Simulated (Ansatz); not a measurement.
Species: MgF₂ (charge 0, singlet). 
Coordinates optimised at B3LYP-D3(BJ)/def2-TZVP (Ansatz, a first-principles code):
```
Mg
F 1 1.7511
F 1 1.7511 2 180.00
```

Atomisation energy built up term by term with Ansatz (kcal/mol; UHF references for open shells; valence terms freeze the core; atomic spin-orbit terms are left out; no core correlation term is included; no scalar relativity (X2C) term is included). CBS(X,Y): correlation extrapolated as X^-3; Hartree-Fock from the larger set.

```json
[
 {"term": "Hartree-Fock", "basis": "def2-QZVPPD", "kcal/mol": "176.80"},
 {"term": "CCSD correlation", "basis": "CBS(def2-TZVPPD,def2-QZVPPD)", "kcal/mol": "66.14"},
 {"term": "(T)", "basis": "CBS(def2-TZVPPD,def2-QZVPPD)", "kcal/mol": "6.04"},
 {"term": "sum: De", "basis": "", "kcal/mol": "249.0"}
]
```

(T) makes 2.4 % of the CCSD(T) atomisation energy; under 5 % is typical of single-reference molecules.
